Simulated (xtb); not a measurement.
xtb input (GFN2-xTB):

```bash
xtb mol.xyz --gfn 2 --ohess tight --chrg 0 --uhf 0
```
mol.xyz:
```
9

Si     1.51968901     0.15207467     0.40216247
O      0.06059901    -0.06395068    -0.33884932
Si    -1.55153660    -0.18434950    -0.30699329
H      1.51637105     1.52642035     1.06892108
H      1.69300900    -0.87197900     1.44967027
H      2.59090020     0.15368443    -0.55469314
H     -2.06652619    -0.44422624    -1.65140446
H     -2.14239154     1.05841394     0.15587642
H     -1.95730052    -1.25014781     0.65169427
```

End of the output:

```
   temp. (K)  partition function   enthalpy   heat capacity  entropy
                                   cal/mol     cal/K/mol   cal/K/mol   J/K/mol
 298.15  VIB   89.5                 1939.585     11.835     12.324
         ROT  0.234E+05              888.752      2.981     22.977
         INT  0.210E+07             2828.338     14.816     35.301
         TR   0.669E+27             1481.254      4.968     38.968
         TOT                        4309.5915    19.7840    74.2688   310.7407

       T/K    H(0)-H(T)+PV         H(T)/Eh          T*S/Eh         G(T)/Eh
   ------------------------------------------------------------------------
Note: The following floating-point exceptions are signalling: IEEE_UNDERFLOW_FLAG IEEE_DENORMAL
normal termination of xtb
    298.15    0.686777E-02    0.581051E-01    0.352875E-01    0.228176E-01
   ------------------------------------------------------------------------

         :::::::::::::::::::::::::::::::::::::::::::::::::::::
         ::                  THERMODYNAMIC                  ::
         :::::::::::::::::::::::::::::::::::::::::::::::::::::
         :: total free energy         -10.674404039739 Eh   ::
         ::.................................................::
         :: total energy              -10.697221678773 Eh   ::
         :: zero point energy           0.051237374150 Eh   ::
         :: G(RRHO) w/o ZPVE           -0.028419735116 Eh   ::
         :: G(RRHO) contrib.            0.022817639035 Eh   ::
         :::::::::::::::::::::::::::::::::::::::::::::::::::::
imag cut-off (cm-1) :    5.00
 found            1  significant imaginary frequency
 writing imag mode distorted coords to xtbhess.xyz
 for further optimization.

optimized geometry written to: xtbopt.xyz

           -------------------------------------------------
          | TOTAL ENERGY              -10.697221678773 Eh   |
          | TOTAL ENTHALPY            -10.639116533404 Eh   |
          | TOTAL FREE ENERGY         -10.674404039739 Eh   |
          | GRADIENT NORM               0.000232377558 Eh/α |
          | HOMO-LUMO GAP               5.714733664932 eV   |
           -------------------------------------------------

------------------------------------------------------------------------
------------------------------------------------------------------------
 total:
 SCF:
 ANC optimizer:
 analytical hessian:
```
